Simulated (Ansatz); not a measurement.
Two isomers of FH5SSi2: A = `F[SiH]([SiH3])S`, B = `F[SiH2][SiH2]S`.

Program: Ansatz. Geometries: PBE0-D4/def2-TZVP. ΔE: electronic, gas phase. CCSD(T)/CBS is the MP2 limit (def2-TZVPP, def2-QZVPP) plus CCSD(T) − MP2 in def2-TZVPP, frozen cores. Functionals use def2-TZVPP. B3LYP here is the variant with VWN-RPA as its local correlation; programs differ in this. Each species was taken in one conformer, which may not be the lowest.

Question: Which isomer does CCSD(T)/CBS put lower? Give the gap. (Estimate.)

Answer: Computed: A, by 3.8 kcal/mol.

Question: Give E(B) − E(A) in kcal/mol with B3LYP-D4, CCSD(T)/def2-SVP, B3LYP, HF/def2-TZVPP, B2PLYP, ωB97M-V, BLYP-D4. (Estimate.)

Answer: The calculation gave: B3LYP-D4 3.9, CCSD(T)/def2-SVP 3.9, B3LYP 3.8, HF/def2-TZVPP 2.8, B2PLYP 3.8, ωB97M-V 4.1, BLYP-D4 4.1. None reverses the order clearly.

Question: Does the order hold for the free energy at 298.15 K (harmonic terms from PBE0-D4)? (An estimate is asked.)

Answer: Computed: Yes: G(B) − G(A) = +3.6 kcal/mol, for one conformer each. Modes under 60 cm⁻¹, often nearly free rotors, make the harmonic entropy too high.

Largest T1 diagnostic: 0.013.

In def2-TZVPP, CCSD(T) changes the Hartree–Fock value by +1.1 kcal/mol (the triples alone add +0.2 kcal/mol) and MP2 by +1.0 kcal/mol. Leaving LDA and LC-ωPBE aside and taking each functional with its dispersion term where it has one, the values, not all of them listed here, spread over 0.8 kcal/mol, from BHLYP-D4 to B97M-V. LDA lies +0.7 kcal/mol from PBE without D4.
